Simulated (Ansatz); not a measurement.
C3H7GeN (`CC#[C][GeH2][NH2]`), relaxed with RKS PBE0-D4/def2-TZVP in Ansatz from a PBE-D4/def2-SVP geometry. The force threshold is 0.005 eV/Å; the program also tests the step.

Charge 0, multiplicity 1.

Start:

```xyz
12

C     2.562   -0.124    1.100
C     1.264   -0.272    0.459
C     0.166   -0.401   -0.085
Ge   -1.560   -0.538   -0.903
N    -2.591    1.003   -0.775
H     2.778    0.939    1.336
H     2.611   -0.695    2.051
H     3.381   -0.493    0.446
H    -1.374   -0.826   -2.413
H    -2.353   -1.665   -0.198
H    -2.129    1.805   -1.222
H    -2.755    1.268    0.204
```

**Question.** How much energy does the relaxation release, and in how many steps? (Estimate.)

**Answer.** Computed: 0.06 eV, in 6 steps, 1 of them rejected.

**Question.** Which bonds change most? (Best estimate.)

**Answer.** Ansatz gave: C2–C3 from 1.232 to 1.209 Å; Ge4–N5 from 1.859 to 1.839 Å; C1–H7 from 1.110 to 1.093 Å; C1–H6 from 1.110 to 1.093 Å.

**Question.** Give the relaxed structure. (An estimate is asked.)

**Answer.** Computed: 
```xyz
12

C     2.546   -0.127    1.091
C     1.250   -0.265    0.459
C     0.169   -0.383   -0.070
Ge   -1.543   -0.533   -0.892
N    -2.554    0.997   -0.764
H     2.756    0.919    1.326
H     2.589   -0.699    2.021
H     3.340   -0.491    0.433
H    -1.342   -0.821   -2.385
H    -2.322   -1.652   -0.189
H    -2.130    1.794   -1.222
H    -2.759    1.261    0.191
```
